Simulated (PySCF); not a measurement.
Sn(Vi)2(OH)(OMe), C5H10O2Sn, SMILES C=[CH][Sn]([OH])([CH]=C)[O]C, GFN2-xTB optimised geometry.

```
18

C     -0.48    -3.31    -2.74
C     -1.42    -2.94    -1.89
Sn    -0.96    -1.94     0.00
O      1.04    -1.94     0.00
C     -1.72    -2.52     1.96
C     -2.32    -1.68     2.78
O     -1.43     0.05     0.00
C     -1.12     0.94    -1.02
H     -0.73    -3.78    -3.68
H      0.56    -3.17    -2.52
H     -2.47    -3.08    -2.10
H      1.43    -1.31     0.60
H     -1.54    -3.55     2.23
H     -2.66    -1.99     3.76
H     -2.50    -0.65     2.51
H     -0.06     0.92    -1.29
H     -1.36     1.94    -0.65
H     -1.70     0.76    -1.92
```

Density from CAM-B3LYP/def2-SVP, def2 effective core potentials past Kr (PySCF 2.14.0) at that geometry. The core electrons that the potentials of Sn replace are not part of the density.

Minimum of the electron density along straight lines between bonded atoms, close to the bond critical point (lines longer than 1.1 times the sum of covalent radii, or with two minima, are not listed):

```
bond    length / Å  ρ at the minimum / e bohr⁻³  ∇²ρ there / e bohr⁻⁵  position (fraction from the first atom)
------  ----------  ---------------------------  --------------------  ---------------------------------------
C1–C2        1.316                        0.350                 -0.96                                     0.50
C2–Sn3       2.186                        0.097                  0.12                                     0.50
Sn3–O4       2.005                        0.101                  0.53                                     0.51
Sn3–C5       2.182                        0.097                  0.13                                     0.50
C5–C6        1.316                        0.350                 -0.96                                     0.50
Sn3–O7       2.041                        0.093                  0.46                                     0.51
O7–C8        1.394                        0.266                 -0.45                                     0.66
C1–H9        1.082                        0.281                 -1.09                                     0.64
C1–H10       1.077                        0.286                 -1.15                                     0.65
C2–H11       1.082                        0.280                 -1.07                                     0.64
O4–H12       0.956                        0.354                 -2.32                                     0.81
C5–H13       1.081                        0.281                 -1.07                                     0.64
C6–H14       1.082                        0.281                 -1.09                                     0.64
C6–H15       1.077                        0.287                 -1.15                                     0.65
C8–H16       1.094                        0.280                 -1.06                                     0.63
C8–H17       1.093                        0.281                 -1.07                                     0.64
C8–H18       1.094                        0.280                 -1.05                                     0.63
```
